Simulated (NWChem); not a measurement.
CH₇FSi₂; SMILES FC[SiH2][SiH3]

```xyz
11

F     -1.1219     1.7049    -0.1094
C      0.1634     1.6511     0.4559
Si     1.0149     0.0505    -0.1636
Si    -0.5290    -1.7098     0.0218
H      0.0582     1.6606     1.5485
H      0.7046     2.5598     0.1634
H      2.2364    -0.1920     0.6600
H      1.4427     0.2349    -1.5784
H     -1.6048    -1.5754    -0.9955
H     -1.1519    -1.6911     1.3747
H      0.1399    -3.0276    -0.1683
```
Atoms are numbered in this order, from 1.

Level: B3LYP/6-31G* (spherical d) (NWChem), optimised geometry, unscaled harmonic frequencies. 

```csv
frequency (cm⁻¹),IR intensity (km/mol)
75,2.8
123,0.3
133,1.0
267,12.3
386,21.3
427,0.9
507,14.2
560,4.6
647,6.5
685,10.4
792,160.9
861,255.5
912,60.3
941,6.7
953,42.4
955,92.6
1033,64.9
1238,6.6
1331,8.8
1506,2.2
2219,114.8
2234,111.4
2238,22.5
2245,181.8
2259,157.6
3041,27.0
3089,22.8
```

```yaml
zero_point_energy: 45.2 kcal/mol
thermal correction to the enthalpy at 298.15 K (with zero-point energy): 50.3 kcal/mol
heat capacity Cv: 24.3 cal/(mol K)
entropy at 298.15 K and 1 atm (symmetry number 1): 82.7 cal/(mol K)
dipole_moment: 1.55 D
```

Rigid rotor and harmonic oscillator; modes under 100 cm⁻¹ make the entropy uncertain.
